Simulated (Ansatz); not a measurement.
Species: H4ClSi, SMILES `[SiH3][ClH+]` (charge 1, multiplicity 1), formula H4ClSi.

### Question
How many basis functions does frozen-core CCSD(T)/cc-pVTZ // r2SCAN-D4/def2-TZVP run with Ansatz (a first-principles code) use, how many core orbitals are frozen, and how many electrons are correlated?

### Answer
124 basis functions and 10 frozen orbitals, which leaves 14 correlated electrons. Core time is of the order of seconds.
